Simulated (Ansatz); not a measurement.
Reaction (substitution at a C–C bond): `CCCCCCl` + `[F][Ti]([F])([SH])[Cl]` → `C[S][Ti]([F])([F])[Cl]` + `CCCCCl`

Calculated with Ansatz (gas phase, PBE0-D4/def2-TZVP geometries, no zero-point term in ΔE). CCSD(T)/CBS is the MP2 limit (def2-TZVPP, def2-QZVPP) plus CCSD(T) − MP2 in def2-TZVPP, frozen cores. DFT in def2-TZVPP. For Ti outer-core shells are correlated without core-valence functions, which leaves a few kJ/mol of doubt a bond. Scalar relativity is left out up to krypton. Each species was taken in one conformer, which may not be the lowest.

**Question.** Is it downhill or uphill in electronic energy at CCSD(T)/CBS, and by how much? (Estimate.)

**Answer.** Computed: Uphill: ΔE = +4.9 kJ/mol.

**Question.** What do these levels give: r2SCAN-D4, B97M-V, r2SCAN0-D4, ωB97M-V, B2PLYP, BHLYP? (Best estimate.)

**Answer.** Ansatz gave: r2SCAN-D4 4.3, B97M-V 7.6, r2SCAN0-D4 6.8, ωB97M-V 8.2, B2PLYP 4.8, BHLYP 9.8 kJ/mol.

Largest T1 diagnostic among the species: 0.025, so the coupled-cluster value is less sure than usual.

Leaving LDA and LC-ωPBE aside and taking each functional with its dispersion term where it has one, the values, not all of them listed here, spread over 8.5 kJ/mol, from BLYP-D4 to ωB97X-V. LDA lies +5.1 kJ/mol from PBE without D4. From PBE to PBE0 (25 % exact exchange), in def2-TZVPP and without D4, ΔE moves by +3.4 kJ/mol.
